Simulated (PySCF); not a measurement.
C₂H₃F₃O, SMILES FC(F)(F)OC. Atoms are numbered in the order given.

```xyz
9

C     -0.0264     1.9368     0.0000
O     -0.7551     0.7218     0.0000
C     -0.0341    -0.4006     0.0000
F      0.7616    -0.4951     1.0727
F     -0.8599    -1.4284     0.0000
F      0.7616    -0.4951    -1.0727
H      0.6020     2.0180    -0.8999
H      0.6020     2.0180     0.8999
H     -0.7706     2.7408     0.0000
```
Charge 0, spin multiplicity 1.

Geometry: PBE0-D3(BJ)/def2-SVP.

Method: M06-2X/def2-TZVP in PySCF.

Symmetry labels are those of the subgroup Cs that the program uses (full group Cs).

Computed valence orbital energies around the gap with their symmetry:
```
orbital  symmetry  energy (eV)
-------  --------  -----------
HOMO−7         A'       -15.22
HOMO−6         A"       -15.14
HOMO−5         A'       -14.98
HOMO−4         A"       -14.29
HOMO−3         A'       -14.19
HOMO−2         A"       -14.19
HOMO−1         A'       -12.28
HOMO           A"       -11.13
LUMO           A'         2.07
LUMO+1         A'         2.97
LUMO+2         A'         3.51
LUMO+3         A"         3.68
```
